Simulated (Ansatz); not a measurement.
The lowest singlet and triplet of GaH (SMILES [GaH]); geometries from B3LYP-D3(BJ)/def2-TZVP, each state relaxed from the structure named, with no frequency check.
Singlet (charge 0, multiplicity 1):
```
atom   x (Å)   y (Å)    z (Å)
----  ------  ------  -------
Ga    0.0000  0.0000  -0.0528
H     0.0000  0.0000   1.6363
```
Triplet (charge 0, multiplicity 3):
```
atom   x (Å)   y (Å)    z (Å)
----  ------  ------  -------
Ga    0.0000  0.0000  -0.0508
H     0.0000  0.0000   1.5741
```

A positive gap puts the triplet lower; no zero-point energy. R- takes a restricted singlet. U- takes an unrestricted singlet (broken symmetry where lower, unprojected). The triplet is unrestricted in single-reference levels.

Cores are frozen in the correlated methods. Filled d and f shells under p-block atoms count as core.

Run with Ansatz (a quantum-chemistry and plane-wave program). Each number belongs to the level named beside it.

The comparison value is -2.035 eV (FCI/cc-pVQZ). Full CI is exact for the correlated electrons in its own basis alone.

Problem. Order these levels by the size of their error in the gap E(singlet) − E(triplet), adiabatic, against full CI in the same basis, smallest first: U-SCS-MP2/cc-pVQZ, R-MP2/cc-pVQZ, U-HF/cc-pVQZ. Give each level's value less the comparison value.

Solution. U-SCS-MP2/cc-pVQZ (-0.039 eV), R-MP2/cc-pVQZ (0.129 eV), U-HF/cc-pVQZ (0.649 eV)
